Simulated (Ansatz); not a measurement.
These are Ansatz (an electronic-structure program) with B3LYP-D3(BJ)/def2-SVP values and carry that method's errors. No frequencies were computed at this level.

Ansatz 0.2 input:
```yaml
crystal:
  periodic: [false, false, false]
  atoms:
    - { symbol: O, position_ang: [-1.966753, -2.111432, -0.2074] }
    - { symbol: C, position_ang: [-1.509451, -0.836158, -0.091552] }
    - { symbol: C, position_ang: [-2.44549, 0.168545, -0.01654] }
    - { symbol: C, position_ang: [-2.052367, 1.504085, 0.104661] }
    - { symbol: C, position_ang: [-0.727232, 1.836043, 0.151035] }
    - { symbol: C, position_ang: [0.26196, 0.835412, 0.076539] }
    - { symbol: C, position_ang: [1.635448, 1.155761, 0.122004] }
    - { symbol: C, position_ang: [2.591393, 0.183248, 0.048786] }
    - { symbol: C, position_ang: [2.215175, -1.161817, -0.073905] }
    - { symbol: C, position_ang: [0.893437, -1.507904, -0.120564] }
    - { symbol: C, position_ang: [-0.121172, -0.528434, -0.047375] }
    - { symbol: H, position_ang: [-1.227853, -2.729225, -0.252208] }
    - { symbol: H, position_ang: [-3.489887, -0.09783, -0.053211] }
    - { symbol: H, position_ang: [-2.811268, 2.270086, 0.161152] }
    - { symbol: H, position_ang: [-0.417715, 2.866378, 0.24494] }
    - { symbol: H, position_ang: [1.916389, 2.194945, 0.216648] }
    - { symbol: H, position_ang: [3.639799, 0.440004, 0.084424] }
    - { symbol: H, position_ang: [2.977297, -1.925045, -0.131612] }
    - { symbol: H, position_ang: [0.638288, -2.556663, -0.215821] }
basis:
  gaussian: { orbitals: def2-svp }
hamiltonian:
  xc: b3lyp
  dispersion: d3bj
relax:
  max_steps: 150
```

Output:

```
Functional definition: B3LYP
2260 factors; integrals over basis functions are off by at most 4.0e-4 eV
mean field evaluation 1: about -12526.5049 eV, gradient 6.7e1 eV
mean field evaluation 2: about -12524.8744 eV, gradient 7.5e1 eV
mean field evaluation 4: about -12538.2934 eV, gradient 6.1e0 eV
mean field evaluation 8: about -12538.4585 eV, gradient 1.4e-1 eV
mean field evaluation 16: about -12538.4586 eV, gradient 5.9e-5 eV
mean field -12538.45856758 eV, -460.7798534860 hartree, gradient 5.9e-5 eV, S^2 0.000000; 0 other end points of the search recorded, 0 dependent functions left out
reference -12538.45883976 eV, -460.7798634887 hartree; 38, 38 occupied and 156, 156 virtual orbitals, 2260 factors
relax step   1: F+E_penalty+E_count = -12539.52692776 eV  Δ(F+E_penalty+E_count) = +0.000e0 eV  max|allowed force component| = 4.765e-1 eV/Å  Δτ_max = 0.0000 Å  (29 SCF iters, accepted)
these checks for a lower state are left out or cut short: starts, cluster_reference, orbital_swaps, neighbouring_geometries, increment
2260 factors; integrals over basis functions are off by at most 4.0e-4 eV
mean field -12538.52041973 eV, -460.7821265106 hartree, gradient 1.1e-5 eV, S^2 0.000000; 0 other end points of the search recorded, 0 dependent functions left out
reference -12538.52069344 eV, -460.7821365693 hartree; 38, 38 occupied and 156, 156 virtual orbitals, 2260 factors
relax step   2: F+E_penalty+E_count = -12539.58403003 eV  Δ(F+E_penalty+E_count) = -5.710e-2 eV  max|allowed force component| = 1.840e-1 eV/Å  Δτ_max = 0.0259 Å  (33 SCF iters, accepted)
these checks for a lower state are left out or cut short: starts, cluster_reference, orbital_swaps, neighbouring_geometries, increment
2260 factors; integrals over basis functions are off by at most 4.0e-4 eV
mean field -12538.52641348 eV, -460.7823467769 hartree, gradient 1.1e-5 eV, S^2 0.000000; 0 other end points of the search recorded, 0 dependent functions left out
reference -12538.52668769 eV, -460.7823568539 hartree; 38, 38 occupied and 156, 156 virtual orbitals, 2260 factors
relax step   3: F+E_penalty+E_count = -12539.58832290 eV  Δ(F+E_penalty+E_count) = -4.293e-3 eV  max|allowed force component| = 4.046e-2 eV/Å  Δτ_max = 0.0101 Å  (33 SCF iters, accepted)
these checks for a lower state are left out or cut short: starts, cluster_reference, orbital_swaps, neighbouring_geometries, increment
2260 factors; integrals over basis functions are off by at most 4.0e-4 eV
mean field evaluation 32: about -12538.4633 eV, gradient 2.5e-1 eV
mean field -12538.52647552 eV, -460.7823490569 hartree, gradient 8.1e-5 eV, S^2 0.000000; 0 other end points of the search recorded, 0 dependent functions left out
reference -12538.52674972 eV, -460.7823591335 hartree; 38, 38 occupied and 156, 156 virtual orbitals, 2260 factors
relax step   4: F+E_penalty+E_count = -12539.58837459 eV  Δ(F+E_penalty+E_count) = -5.169e-5 eV  max|allowed force component| = 1.456e-2 eV/Å  Δτ_max = 0.0019 Å  (23 SCF iters, accepted)
these checks for a lower state are left out or cut short: starts, cluster_reference, orbital_swaps, neighbouring_geometries, increment
2260 factors; integrals over basis functions are off by at most 4.0e-4 eV
mean field -12538.52645314 eV, -460.7823482346 hartree, gradient 6.0e-5 eV, S^2 0.000000; 0 other end points of the search recorded, 0 dependent functions left out
reference -12538.52672732 eV, -460.7823583105 hartree; 38, 38 occupied and 156, 156 virtual orbitals, 2260 factors
relax step   5: F+E_penalty+E_count = -12539.58838901 eV  Δ(F+E_penalty+E_count) = -1.442e-5 eV  max|allowed force component| = 3.656e-3 eV/Å  Δτ_max = 0.0017 Å  (23 SCF iters, accepted)
2260 factors; integrals over basis functions are off by at most 4.0e-4 eV
mean field -12538.52645314 eV, -460.7823482346 hartree, gradient 6.0e-5 eV, S^2 0.000000; 1 other end points of the search recorded, 0 dependent functions left out
reference -12538.52672732 eV, -460.7823583105 hartree; 38, 38 occupied and 156, 156 virtual orbitals, 2260 factors
Total energy: -12539.58866319 eV, -460.8213837338 hartree
Atom 0 at    -1.962507    -2.120761    -0.209665 Å, force     0.000530     0.003656     0.000281 eV/Å
Atom 1 at    -1.521029    -0.843502    -0.092761 Å, force     0.000162    -0.000682     0.000115 eV/Å
Atom 2 at    -2.467523     0.162931    -0.016964 Å, force    -0.000921    -0.000689    -0.000131 eV/Å
Atom 3 at    -2.069944     1.512027     0.105668 Å, force     0.001221     0.000375     0.000098 eV/Å
Atom 4 at    -0.735576     1.856904     0.152622 Å, force    -0.000937    -0.000047    -0.000096 eV/Å
Atom 5 at     0.263250     0.849771     0.077409 Å, force     0.000496     0.000378     0.000317 eV/Å
Atom 6 at     1.650277     1.163626     0.122314 Å, force     0.000019    -0.000789    -0.000136 eV/Å
Atom 7 at     2.611214     0.178819     0.048569 Å, force    -0.000325     0.000688     0.000031 eV/Å
Atom 8 at     2.228459    -1.179096    -0.074680 Å, force    -0.000406    -0.000164    -0.000077 eV/Å
Atom 9 at     0.892863    -1.519068    -0.121198 Å, force     0.000430     0.000090     0.000010 eV/Å
Atom 10 at    -0.123796    -0.528044    -0.047614 Å, force     0.000117    -0.001215    -0.000255 eV/Å
Atom 11 at    -1.213601    -2.727162    -0.253001 Å, force     0.000586    -0.000783    -0.000059 eV/Å
Atom 12 at    -3.522547    -0.113240    -0.054331 Å, force    -0.000625    -0.000240    -0.000110 eV/Å
Atom 13 at    -2.838253     2.286770     0.163483 Å, force    -0.000062    -0.000293     0.000069 eV/Å
Atom 14 at    -0.429184     2.900865     0.247561 Å, force    -0.000018     0.000083    -0.000095 eV/Å
Atom 15 at     1.941729     2.212750     0.217489 Å, force    -0.000181     0.000066    -0.000022 eV/Å
Atom 16 at     3.671013     0.441504     0.084838 Å, force     0.000017    -0.000200     0.000054 eV/Å
Atom 17 at     2.992686    -1.957272    -0.132899 Å, force    -0.000106    -0.000080    -0.000006 eV/Å
Atom 18 at     0.632468    -2.577823    -0.216840 Å, force     0.000005    -0.000156     0.000013 eV/Å
Dipole moment:     0.268000    -0.098586    -0.005189 e Å
```

Cost: roughly 2.8 core-minutes.
